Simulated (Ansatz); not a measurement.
`ClC1(Cl)O[SiH2]1` and `ClC1O[SiH2]1` differ in one atom or group.

Ansatz, PBE0-D4/def2-TZVP geometries, multiplicity 1. 

| property | `ClC1(Cl)O[SiH2]1` |
| --- | --- |
| HOMO–LUMO gap (PBE0/def2-TZVPP) / eV | 6.24 |
| HOMO energy (PBE/def2-TZVPP) / eV | -6.48 |
| size of the dipole moment (B3LYP/def2-TZVPP) / D | 3.16 |
| HOMO energy (B3LYP/def2-TZVPP) / eV | -7.50 |
| zero-point energy (PBE0-D4/def2-TZVP) / kJ/mol | 75.0 |
| size of the dipole moment (ωB97M-V/def2-TZVPP) / D | 3.24 |

Problem. Give the same properties after the change, and the shifts. (An estimate is asked.)

Solution. Computed: 
| property | `ClC1O[SiH2]1` | shift |
| --- | --- | --- |
| HOMO–LUMO gap (PBE0/def2-TZVPP) / eV | 6.49 | 0.25 |
| HOMO energy (PBE/def2-TZVPP) / eV | -6.27 | 0.21 |
| size of the dipole moment (B3LYP/def2-TZVPP) / D | 2.71 | -0.45 |
| HOMO energy (B3LYP/def2-TZVPP) / eV | -7.30 | 0.20 |
| zero-point energy (PBE0-D4/def2-TZVP) / kJ/mol | 100.3 | 25.3 |
| size of the dipole moment (ωB97M-V/def2-TZVPP) / D | 2.77 | -0.47 |

With PBE0 the HOMO rises by 0.20 eV and the LUMO rises by 0.44 eV, so the gap widens by about 0.24 eV. PBE moves the HOMO by 0.21 eV and ωB97M-V by 0.17 eV. Dipoles are sizes alone; their direction can turn.

B3LYP here is the variant with VWN-RPA as its local correlation; programs differ in this.
